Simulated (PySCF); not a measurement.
A GIAO shielding run with PySCF 2.14.0 with density-fitted response routines (density fitting, non-relativistic, gas phase) on SMILES CC[P@H](=O)c1ccncc1, C7H10NOP:

```
$ OMP_NUM_THREADS=1 python probes_run.py task.json out

{"job": {"kind": "nmr", "xc": "wB97X-D", "basis": "pcSseg-1", "pop": false}, "charge": 0, "multiplicity": 1}
C      2.428325     0.322460    -1.226330
C      2.250484     0.497112     0.274787
P      1.120666    -0.757374     0.955917
O      1.486396    -2.175525     0.648884
C     -0.535721    -0.314548     0.335914
C     -1.231028    -1.286314    -0.382792
C     -2.498423    -0.966648    -0.872360
N     -3.079414     0.215125    -0.687467
C     -2.412470     1.136720     0.003187
C     -1.141442     0.927458     0.537304
H      3.177339     1.025028    -1.619493
H      1.484561     0.498512    -1.765604
H      2.759354    -0.701277    -1.454615
H      3.206702     0.364946     0.808040
H      1.867818     1.497630     0.539267
H      1.044226    -0.399796     2.337183
H     -0.776350    -2.267409    -0.542090
H     -3.069991    -1.708380    -1.442173
H     -2.915201     2.100607     0.144075
H     -0.648073     1.724404     1.100915
```

Hardware: 1 thread of an Arm Neoverse V1, shared host. The job also computes ring-centre shieldings.

(1) How large is the calculation?

(2) How long does it take, and how much memory does it need?

(3) And these other runs on the same molecule and hardware: GIAO shielding at PBE0/pcSseg-1?

## Answers

(1) 82 electrons, 227 basis functions and 1191 auxiliary functions.

(2) 59 s of wall time, with 15 SCF cycles and 7 response iterations; peak memory 1.3 GiB. Times on a shared host scatter by some tens of per cent.

(3) PBE0/pcSseg-1: 227 functions, 46 s.
